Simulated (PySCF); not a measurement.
Exercise with solution: oscillator strength and radiative lifetime

In(H)(vinyl)(OH) (C₂H₅InO), SMILES C=[CH][InH][OH].

Coordinates come from a PBE0-D3(BJ)/def2-SVP optimisation. The structure was generated by enumeration; whether it is a known compound was not checked. The def2 effective core potentials stand for the cores of In; spin–orbit coupling is left out. One conformer was computed; it need not be the lowest.

TDDFT-ωB97X/def2-SVPD (PySCF) puts the first singlet state with f over 0.02 at 6.16 eV (vertical), with the transition dipole (-0.066, -0.397, 0.000) in atomic units.

Task: Find the oscillator strength, the wavelength and the radiative lifetime that this transition would have in vacuum if emission retraced absorption.

Result: 
|μ|² = 0.1620 au, so |μ| = 1.02 D. ΔE = 6.16/27.211 = 0.2264 hartree. f = (2/3) ΔE |μ|² = 0.024 (the program prints 0.024).
λ = 1239.84/6.16 = 201 nm; ν = 49684 cm⁻¹.
Einstein's coefficient A = 0.6670 ν² f s⁻¹ (ν in cm⁻¹) = 4.0e7 s⁻¹, so τ = 1/A = 25 ns. This state is S2; the lower singlet has f = 0.000. The figure is the radiative limit of this one transition; relaxation, internal conversion, crossing to triplets and a medium change what is measured.
